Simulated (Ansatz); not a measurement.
A run for Ansatz (a quantum-chemistry and plane-wave program): U-CCSD(T)/def2-SVP on MgH, 2S+1 = 2, a point of a bond scan (R = 1.743 Å).

Ansatz 0.2 input:
```yaml
crystal:
  periodic: [false, false, false]
  atoms:
    - {symbol: Mg, position_ang: [-0.00000000, -0.00000000, -0.13405737]}
    - {symbol: H, position_ang: [0.00000000, 0.00000000, 1.60868843]}
basis:
  gaussian:
    orbitals: def2-SVP
magnetization: {spin_polarized: true, initial_magnetization: 1}
correlation: {method: ccsd_t, electrons: outside_noble_gas}
scf: {omitted_lower_state_checks: [cluster_reference]}
```

Program output:

```
Functional definition: HF
[...]
these checks for a lower state are left out or cut short: cluster_reference
integrals: 0.00 GiB planned
195 factors; integrals over basis functions are off by at most 7.2e-4 eV
mean field: 0.04 GiB planned
mean field evaluation 1: about -5443.8143 eV, gradient 4.1e0 eV
mean field evaluation 2: about -5443.8224 eV, gradient 4.2e0 eV
mean field evaluation 4: about -5444.3275 eV, gradient 7.1e-1 eV
mean field evaluation 8: about -5444.3601 eV, gradient 4.2e-2 eV
mean field -5444.36012864 eV, -200.0765444078 hartree, gradient 2.8e-6 eV, S^2 0.759637; 0 other end points of the search recorded, 0 dependent functions left out
5 core orbitals not correlated
reference -5444.36012864 eV, -200.0765444078 hartree; 2, 1 occupied and 16, 17 virtual orbitals, 195 factors
second order -0.65991726 eV of doubles, -0.00000000 eV of singles
coupled cluster: 0.04 GiB planned
cycle   1  -0.82830053 eV  change   -1.7e-1 eV  update   4.0e-2
cycle   2  -0.91805379 eV  change   -9.0e-2 eV  update   2.0e-2
cycle   3  -0.92532680 eV  change   -7.3e-3 eV  update   7.8e-3
cycle   4  -0.92694049 eV  change   -1.6e-3 eV  update   2.6e-3
cycle   5  -0.92687734 eV  change    6.3e-5 eV  update   1.2e-3
cycle   6  -0.92714147 eV  change   -2.6e-4 eV  update   3.4e-4
cycle   7  -0.92724446 eV  change   -1.0e-4 eV  update   9.7e-5
cycle   8  -0.92719061 eV  change    5.4e-5 eV  update   2.8e-5
cycle   9  -0.92719499 eV  change   -4.4e-6 eV  update   8.2e-6
cycle  10  -0.92719474 eV  change    2.6e-7 eV  update   2.6e-6
perturbative correction -0.01039148 eV, -0.0003818797 hartree
Total energy: -5445.29771486 eV, -200.1110000657 hartree
Checks for a lower state left out: cluster_reference
```

The run converged.

Cost: about 0.4 core-seconds (a rough figure).
